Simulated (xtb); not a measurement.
CH₆N, SMILES C[NH3+], charge +1. All values are semi-empirical tight-binding results from xtb (GFN2-xTB unless named), good for trends rather than for accurate numbers. The structure is a stationary point at GFN2-xTB. The isomer is the one that the SMILES or the coordinates give; other isomers of the formula were not compared.

Optimised geometry:

Bond lengths (Å): C1–N2 1.485, C1–H3 1.088, C1–H4 1.088, C1–H5 1.088, N2–H6 1.029, N2–H7 1.029, N2–H8 1.029. Bond angles (°): N2–C1–H3 110.1, N2–C1–H4 110.1, N2–C1–H5 110.1, H3–C1–H4 108.9, H3–C1–H5 108.9, H4–C1–H5 108.9, C1–N2–H6 110.5, C1–N2–H7 110.5, C1–N2–H8 110.5, H6–N2–H7 108.4, H6–N2–H8 108.4, H7–N2–H8 108.4.
Charge +1, spin multiplicity 1.

```json
{
  "point_group_as_xtb_finds_it": "C3v",
  "orbital_gap": "11.11 eV",
  "zero_point_energy": "47.1 kcal/mol",
  "G − E(el) at 298.15 K (modified RRHO)": "33.2 kcal/mol",
  "static polarisability (D4 model)": "24.0 bohr³",
  "solvation energy, GFN2-xTB/ALPB(water)": "-74.4 kcal/mol",
  "solvation energy, GFN2-xTB/ALPB(ch2cl2)": "-59.6 kcal/mol"
}
```

Computed IR lines (harmonic; lines under 4 % of the strongest left out, lines within 3 cm⁻¹ merged):
ν (cm⁻¹): 877 (s), 1184 (w), 1366 (vs), 1425 (w), 1430 (vs), 1445 (w), 3234 (vs), 3247 (w) (against the strongest line: vs over 80 %, s over 45 %, m over 15 %, w over 4 %, vw less)

Computed atomic charges and the Wiberg bond orders between heavy atoms:
charges (e) C1 -0.10, N2 -0.11, H3 0.13, H4 0.13, H5 0.13, H6 0.28, H7 0.28, H8 0.28. Bond orders C1–N2 0.96.
